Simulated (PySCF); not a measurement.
**How methods differ on the ionisation energy of Ca**

Ca [Ar] 4s2 (1S) → Ca⁺ [Ar] 4s1 (2S), as a difference of total energies. All numbers are calculated (PySCF 2.14, scalar relativity by spin-free X2C-1e, in aug-cc-pwCVTZ-X2C (9s8p6d3f, 84 functions)). Correlated levels: nothing frozen. The calculations carry no spin-orbit coupling.

```json
{"method": "UHF", "ionisation energy (eV)": "5.137", "error (eV)": "-0.976"}
{"method": "MP2 (all electrons)", "ionisation energy (eV)": "5.972", "error (eV)": "-0.141"}
{"method": "SCS-MP2 (all electrons)", "ionisation energy (eV)": "6.024", "error (eV)": "-0.089"}
{"method": "CCSD (all electrons)", "ionisation energy (eV)": "6.018", "error (eV)": "-0.095"}
{"method": "CCSD(T) (all electrons)", "ionisation energy (eV)": "6.086", "error (eV)": "-0.027"}
```

Reference: 6.113 eV (measured; NIST Atomic Spectra Database, ionization energies).

Errors of the correlated levels include the incompleteness of this basis.
